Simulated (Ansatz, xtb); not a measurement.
# Relative energy of two isomers of C4H8S3

We compare X, `CSC1SCCS1`, a singlet, with Y, `CC1SCSCS1`, a singlet. Both are isolated molecules in the gas phase, relaxed with B3LYP/def2-SVP, each in the lowest conformer that the search found.

Quicker runs give these differences E(Y) − E(X): GFN2-xTB +1.4 kcal/mol; HF/STO-3G +4.1 kcal/mol (at GFN2-xTB geometries); r2SCAN-D4/def2-SVP +2.4 kcal/mol (at GFN2-xTB geometries).

Problem. Estimate E(Y) − E(X) at the level CCSD(T)/def2-SVP + ΔMP2/def2-TZVPP.

Solution. Calculated at CCSD(T)/def2-SVP + ΔMP2/def2-TZVPP: E(Y) − E(X) = +2.8 kcal/mol, so structure X lies lower.

The same difference at several levels:

```tsv
level	geometry	E(Y) − E(X) (kcal/mol)	departure from the last row (kcal/mol)	job, with rough time for the two
GFN2-xTB	GFN2-xTB	+1.4	−1.4	optimisation, 0.22 s
HF/STO-3G	GFN2-xTB	+4.1	+1.3	single point, 0.48 s
r2SCAN-D4/def2-SVP	GFN2-xTB	+2.4	−0.3	single point, 4.3 s
B3LYP/def2-SVP	B3LYP/def2-SVP	+3.2	+0.4	optimisation, 40 s
HF/def2-SVP	B3LYP/def2-SVP	+3.5	+0.7	part of the CCSD(T) run
MP2/def2-SVP	B3LYP/def2-SVP	+2.7	−0.1	part of the CCSD(T) run
CCSD(T)/def2-SVP	B3LYP/def2-SVP	+2.4	−0.4	single point
CCSD(T)/def2-SVP + ΔMP2/def2-TZVPP	B3LYP/def2-SVP	+2.8		single point, 76 s
```

As drawn, both hold the same kinds of bond in the same numbers. Structure X has a 5-membered ring, Y a 6-membered ring.

None of the levels shown reverses the order. The largest departure from CCSD(T)/def2-SVP + ΔMP2/def2-TZVPP is that of GFN2-xTB, 1.4 kcal/mol. The last row adds to CCSD(T) the change of the MP2 difference between the two basis sets, here +0.4 kcal/mol.

With thermal terms from frequencies at re-optimised GFN2-xTB minima (ideal gas, soft modes damped towards free rotors, one conformer each, 298.15 K, 1 atm): on the last row, ΔE + ΔZPE = +3.0, ΔH = +2.8, ΔG = +3.5 kcal/mol.

The correlated steps freeze 19 core orbitals. Run with Ansatz 0.2.0, xtb 6.7.1; the last row on 4 threads of Arm Neoverse V1 on a shared host.
